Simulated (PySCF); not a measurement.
PBE on P- (phosphorus, charge -1), [Ne] 3s2 3p4, high-spin 3P determinant. Computed with PySCF 2.14 in aug-cc-pV(D+d)Z, with the non-relativistic Hamiltonian (point nucleus).

```
cycle= 1 E= -341.131340768753  delta_E= -0.0059  |g|= 0.0119  |ddm|= 0.364
cycle= 2 E= -341.131333616884  delta_E= 7.15e-06  |g|= 0.0125  |ddm|= 0.0825
cycle= 3 E= -341.13151571396  delta_E= -0.000182  |g|= 0.00399  |ddm|= 0.0561
cycle= 4 E= -341.13153430827  delta_E= -1.86e-05  |g|= 0.00051  |ddm|= 0.0135
cycle= 5 E= -341.131534962274  delta_E= -6.54e-07  |g|= 3.48e-05  |ddm|= 0.004
cycle= 6 E= -341.131534963989  delta_E= -1.72e-09  |g|= 4.65e-06  |ddm|= 0.000154
cycle= 7 E= -341.131534964017  delta_E= -2.83e-11  |g|= 2.58e-07  |ddm|= 1.59e-05
converged SCF energy = -341.131534964017  <S^2> = 2.00671  2S+1 = 3.00447
```

Highest occupied orbital energy: 1.889 eV; ⟨L²⟩ = 2.03; populations by l: s 6.00, p 10.00, d 0.00.

Problem. Can this result be used?

Solution. With care. The run converged. At PBE the highest occupied level has a positive energy, so only the finite basis holds that electron; in a semilocal or global hybrid functional this comes from self-interaction and does not mean that the real anion is unbound.
